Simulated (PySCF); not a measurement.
Input file for PySCF: R-MP2/6-31G* on C2H9NS (a complex), monomers drawn apart or pushed together.

```python
from pyscf import gto, scf, dft, mp
from pyscf.data.elements import chemcore

mol = gto.M(
    atom='''
    C     0.41789694    0.39042539    0.46302077
    N    -0.36244509   -0.81726267    0.73830265
    H     1.42490951    0.26215137    0.86160730
    H    -0.03481555    1.23311760    0.98713314
    H     0.50299301    0.64915419   -0.59933612
    H     0.06952974   -1.63557122    0.32693966
    H    -1.29529510   -0.74310501    0.35045212
    C     1.17303642    0.08240032    4.06729207
    S    -0.63439356   -0.09990389    3.91347417
    H     1.56111036    0.80057574    3.34703721
    H     1.36999794    0.45356479    5.07159217
    H     1.67580408   -0.87509550    3.94420573
    H    -0.62784564   -0.59459660    2.65221997
    ''',
    basis='6-31g*',
    cart=True,
    charge=0, spin=0, verbose=3, max_memory=1800)
mf = scf.RHF(mol)
mf.conv_tol = 1e-8
mf.max_cycle = 100
mf.kernel()
if not mf.converged:
    mf = mf.newton().run(mf.mo_coeff, mf.mo_occ)
pt = mp.MP2(mf, frozen=chemcore(mol)).run()
```

Task: Give the final energy of this run.

Result: -533.4654 hartree.
